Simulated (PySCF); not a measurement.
Species: C3H10OSi2.
Atom-mapped SMILES: `[CH2:1]=[C:2]([CH2:3][SiH3:4])[O:5][SiH3:6]` (hydrogens: H7, H8 on C1; H9, H10 on C3; H11, H12, H13 on Si4; H14, H15, H16 on Si6)

Structure used (GFN2-xTB), in Å, numbered top down from 1:
```
atom  x, y, z in Å
C1     0.4899   -1.4786   -1.1235
C2     0.0431   -0.6981   -0.1502
C3    -1.3677   -0.6626    0.3314
Si4   -2.0514    1.1164    0.1980
O5     0.8204    0.2000    0.5059
Si6    2.3879    0.6108    0.4112
H7    -0.1622   -2.1740   -1.6174
H8     1.5153   -1.4465   -1.4461
H9    -1.9698   -1.3735   -0.2312
H10   -1.3891   -0.9643    1.3805
H11   -1.3851    1.9939    1.1570
H12   -1.8487    1.6039   -1.1676
H13   -3.4845    1.0520    0.5008
H14    2.4136    1.6483    1.4305
H15    3.2522   -0.5279    0.7323
H16    2.7286    1.1091   -0.9232
```

Method used: PySCF, TDDFT wB97X-D/def2-SVPD, vertical, gas phase, core orbitals frozen in the response.

Ground-to-excited transition dipoles (e·a0, same axes as the geometry; the sign carries no meaning), for the states with f of 0.002 or more among the lowest 8:

```csv
state,E (hartree),μx,μy,μz
S1,0.2322,0.082,-0.163,0.123
S2,0.2517,0.408,-0.977,-0.919
S3,0.2662,0.041,-0.082,0.093
S5,0.2788,0.104,-0.278,0.195
S6,0.2891,0.333,-0.145,-0.268
S7,0.2920,-0.408,0.405,-0.182
S8,0.2991,-0.019,-0.003,0.154
```

Question: Work out the oscillator strengths.

Answer: f = (2/3) ΔE |μ|² with ΔE in hartree (27.2114 eV).

```
state  |μ|² (au)  |μ| (D)      f
   S1      0.048     0.56  0.007
   S2      1.965     3.56  0.330
   S3      0.017     0.33  0.003
   S5      0.126     0.90  0.024
   S6      0.204     1.15  0.039
   S7      0.363     1.53  0.071
   S8      0.024     0.39  0.005
```

Question: Which bond between heavy atoms lies closest to the direction of the S2 transition dipole?

Answer: C1–C2, at 8° from it; next C3–Si4 at 45°.

Question: What angle do the transition dipoles of S5 and S6 make?

Answer: |cos θ| = |μa·μb| / (|μa| |μb|) = 0.14, so θ ≈ 82° (taken between 0 and 90°, since the signs are arbitrary).

Question: How is the summed strength of these states shared among x, y and z?

Answer: (2/3) Σ ΔE μα² gives 0.085 for x, 0.216 for y and 0.178 for z, 0.479 in all.

Question: What peak molar absorption coefficient would the strongest computed level give as a lone Gaussian band 0.5 eV wide at half height?

Answer: ε(max) = 2.175×10⁸ f / FWHM, with the width in cm⁻¹. S2: 2.175×10⁸ × 0.3297 / 4033 ≈ 18000 L mol⁻¹ cm⁻¹.

One conformer stands for the species.
